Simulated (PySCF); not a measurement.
CAuO, SMILES [O+]#[C-]->[Au+], charge +1, multiplicity 1. Heavy atoms are numbered as in [Au+:1]<-[C-:3]#[O+:2].

Geometry: B3LYP-D3(BJ)/def2-TZVP. The multiplicity is an assumed one; other spin states were not compared. The isomer is the one that the SMILES or the coordinates give; other isomers of the formula were not compared. The def2 effective core potentials stand for the cores of Au; spin–orbit coupling is left out.

These are PBE/def2-TZVPD in PySCF values and carry that method's errors.

Mulliken values depend strongly on the basis, most of all with diffuse functions as here. ESP charges are fitted to the potential on shells at 1.4 to 2.0 van der Waals radii. Atomic charges (e), one atom of each kind:

```csv
atom,Mulliken,ESP fit
Au1,0.36,(withheld)
O2,0.03,(withheld)
C3,0.61,(withheld)
```

Question: Some entries are withheld; supply them. (The exact figures need the calculation; the answer reports its results.)

Answer: 
- Au1, ESP fit: 0.92
- O2, ESP fit: 0.31
- C3, ESP fit: -0.24
